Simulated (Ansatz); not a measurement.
Consider the hydrogenolysis of a P–S bond: `OP([SiH3])S` + H₂ → `OP[SiH3]` + H₂S.

Computed with Ansatz on PBE0-D4/def2-TZVP structures; ΔE is electronic, products minus reactants. CCSD(T)/CBS is the MP2 limit (def2-TZVPP, def2-QZVPP) plus CCSD(T) − MP2 in def2-TZVPP, frozen cores. This one scheme is used for every species. DFT in def2-TZVPP. B3LYP here is the variant with VWN-RPA as its local correlation; programs differ in this. HSE06 is defined as in plane-wave codes. One conformer a species, not always the lowest.

`OP([SiH3])S`:

Z-matrix (Å, degrees):
```
Si
P 1 2.276
H 1 1.486 2 107.8
H 1 1.484 2 109.1 3 -119.5
H 1 1.491 2 110.8 3 119.1
S 2 2.112 1 92.2 3 -167.2
O 2 1.647 1 102.1 3 -60.6
H 6 1.345 2 96.5 1 -160.3
H 7 0.963 2 114.7 1 -50.4
```

H₂:

Z-matrix (Å, degrees):
```
H
H 1 0.746
```

`OP[SiH3]`:

Z-matrix (Å, degrees):
```
Si
P 1 2.260
H 1 1.487 2 112.7
H 1 1.486 2 109.2 3 -121.7
H 1 1.488 2 106.5 3 120.4
O 2 1.666 1 99.0 3 45.3
H 2 1.427 1 92.7 3 -54.8
H 6 0.960 2 109.1 1 143.7
```

H₂S:

Z-matrix (Å, degrees):
```
S
H 1 1.341
H 1 1.341 2 92.3
```

(1) Is it downhill or uphill in electronic energy at CCSD(T)/CBS, and by how much? (An estimate is asked.)

(2) What do these levels give: PBE-D4, HSE06-D4, ωB97M-V, PBE, revPBE, BLYP, B3LYP, CAM-B3LYP, RPA@PBE/def2-TZVPP, MP2/def2-TZVPP, SCS-MP2/def2-TZVPP, HF/def2-QZVPP? (Estimate.)

(3) What do rigid-rotor, harmonic-oscillator terms from PBE0-D4/def2-TZVP frequencies (298.15 K, 1 bar) make of the CCSD(T)/CBS value? (Estimate.)

Largest T1 diagnostic among the species: 0.014.

## Answers

(1) Computed: Uphill: ΔE = +0.16 eV.

(2) Ansatz gave: PBE-D4 0.31, HSE06-D4 0.21, ωB97M-V 0.16, PBE 0.22, revPBE 0.18, BLYP 0.10, B3LYP 0.05, CAM-B3LYP 0.00, RPA@PBE/def2-TZVPP 0.02, MP2/def2-TZVPP 0.20, SCS-MP2/def2-TZVPP 0.09, HF/def2-QZVPP -0.21 eV.

(3) The calculation gave: ΔZPE = +0.09 eV, ΔH = +0.22 eV, ΔS = 37 J/(mol·K), ΔG = +0.11 eV.

From r2SCAN to r2SCAN0 (25 % exact exchange), in def2-TZVPP and without D4, ΔE moves by −0.07 eV. Leaving LDA and LC-ωPBE aside and taking each functional with its dispersion term where it has one, the values, not all of them listed here, spread over 0.28 eV, from CAM-B3LYP-D4 to revPBE-D4. LDA lies +0.06 eV from PBE without D4. In def2-TZVPP, CCSD(T) changes the Hartree–Fock value by +0.29 eV (the triples alone add +0.09 eV) and MP2 by +0.41 eV.
